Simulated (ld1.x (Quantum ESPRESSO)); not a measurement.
# What one change does to a pseudopotential (Pb (Z = 82), TM)

- Element: lead
- Generator: ld1.x (Quantum ESPRESSO) 7.5
- Type: norm-conserving Troullier–Martins (Kleinman–Bylander form)
- Functional: PBEsol
- Relativity: scalar-relativistic
- Frozen core: [Xe] 4f14 5d10
- Valence charge: 4
- Reference configuration: 6s2 6p2
- Partial waves: 6s (bound): rc 1.50 bohr; 6p (bound): rc 2.90 bohr; 6d channel at 0.3 Ry: rc 3.15 bohr
- Local potential: all-electron potential smoothed inside 1.80 bohr (lloc = -1)
- Core correction: none

Change: all radii scaled by about 0.91 (s 1.36, p 2.64, d 2.86 bohr); local potential all-electron potential smoothed inside 1.64 bohr (lloc = -1).

Cutoffs: the cutoffs (Ry, on a coarse ladder) from which the occupation-weighted sum of valence levels, in a spherical-Bessel basis at the reference potential, stays within 10 and 1 mRy of its value at 400 Ry; they do not see the model core or the augmentation charge, which bear on the density cutoff. Errors are all-electron minus pseudo energies relative to the spin-unpolarised reference configuration.

Q: Predict the effect on cutoff, ghosts and configuration errors.

A: The potential gets harder (40 Ry and 160 Ry → 120 Ry and 200 Ry); the bound ghosts move from s to p, s; the number of tests that count goes from 7 to 5; of the 5 tests that both files solve, the error grows in 2 and shrinks in 3 by more than 15 % and 0.3 meV (median size 2.0 → 3.0 meV). A smaller radius makes the pseudo-wave follow the all-electron one further in, where it bends more sharply, so more plane waves are needed.

| quantity | base | changed |
| --- | --- | --- |
| cutoff, loose | 40 Ry | 120 Ry |
| cutoff, tight | 160 Ry | 200 Ry |
| loose cutoff by channel (10 mRy a level) | s 35 Ry, p 6 Ry | s 110 Ry, p 6 Ry |
| bound ghosts | s | s, p |
| tests counted (converged, no solver errors) | 7 of 7 | 5 of 7 |
| error for 6s2 6p1, meV [ΔE 6.60 eV] | -2.0 | -3180 |
| error for 6s2 6p0, meV [ΔE 20.04 eV] | -9.0 | -1.5 |
| error for 6s1 6p0, meV [ΔE 52.52 eV] | -30 | -12 |
| error for 6s2 6p1.5, meV [ΔE 2.50 eV] | -0.6 | -3.0 |
| error for 6s2 6p2.3, meV [ΔE -0.80 eV] | +0.6 | -0.1 |

Base: ld1.x printed “convergence not achieved” for 6 of the counted tests; their residual had stalled under 1e-8, short of the target of 1e-14. Changed file: Tests not counted: 6s0 6p4 (solver errors, printed error -56.7 eV); 6s1 6p2 (converged, but collapsed or in another state, printed error -32.8 eV). These tests converged, but a pseudo level misses the all-electron one widely, so the file describes the atom poorly there or has found another state: 6s2 6p1: 6s by 8.3 eV (a node warning on the way); 6s2 6p0: empty 6p by 2.6 eV. ld1.x printed “convergence not achieved” for 3 of the counted tests; their residual had stalled under 1e-8, short of the target of 1e-14. A true bound ghost makes a file unfit for plane-wave use even where its test errors are small: the radial tests pick states by their node count and pass the ghost by. Where a test does run into it, the solver fails or the error is huge.
